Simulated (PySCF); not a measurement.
Task: Write Cartesian coordinates for InChI=1S/CH6Cl2GeSi/c2-1-5(3)4/h5H,1H2,4H3/t5-/m1/s1 as optimised with PBE0-D3(BJ)/def2-SVP.

Result: 
```xyz
11
CH6Cl2GeSi angstrom
Cl    -1.1396   -2.1307    0.6586
C     -1.6075   -0.6199   -0.1870
Si    -0.3909    0.7073    0.3845
Cl    -0.8051    2.4432   -0.6890
Ge     1.8367    0.0416   -0.1079
H     -2.6490   -0.3836    0.0740
H     -1.5471   -0.7956   -1.2704
H     -0.6251    0.9902    1.8286
H      2.3294   -1.0543    0.8493
H      2.7656    1.2637   -0.0032
H      1.8699   -0.4867   -1.5537
```

Orientation and origin are arbitrary. Atoms count from 1 in this order. Si3 (chlorine-bound silicon) is distorted tetrahedral (angles from 107.6° to 113.7°). Ge5 (germanium bonded to Si and 3 H) is tetrahedral (angles from 108.1° to 111.8°).

Bonds between heavy atoms (Å): Cl1–C2 1.794, C2–Si3 1.889, Si3–Cl4 2.083, Si3–Ge5 2.377.

Method used: PySCF, PBE0-D3(BJ)/def2-SVP geometry optimisation, gas phase.

Point group: C1 (no symmetry element, even within 0.4 Å). No frequency check. The numbers are those of one conformer (Cl1–C2–Si3–Cl4 176°).

On Arm Neoverse V1, one thread, no GPU, shared host, this took 1.7 min wall and 0.52 GiB of memory at its peak. That covers the optimisation of the geometry.
